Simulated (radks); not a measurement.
Values are calculated unless marked as measured or tabulated.
Valence configurations of N I (all share [He]). Code: a radial shooting solver on a logarithmic mesh with Libxc functionals. Model: Dirac Kohn-Sham, BLYP, spin-unpolarised, spherical densities, finite nucleus; open shells fill j = l - 1/2 first; Fermi nuclear charge, rms radius 2.5582 fm. Energies are relative to 2s2 2p3; eigenvalues in eV.

valence      E (eV)  e(2p1/2)  e(2p3/2)  e(2s1/2)
2s2 2p3       0.000    -7.072    -7.052   -18.442
2s1.5 2p3.5   5.700    -7.278    -7.258   -18.666
2s1 2p4      11.409    -7.474    -7.454   -18.881
2s0.5 2p4.5  17.127    -7.661    -7.641   -19.087
2p5          22.855    -7.841    -7.821         -

NIST lists [He] 2s2 2p3 as the ground configuration; this level of theory agrees among the configurations tried. The energies are those of spherical spin-averaged densities, not of single terms.
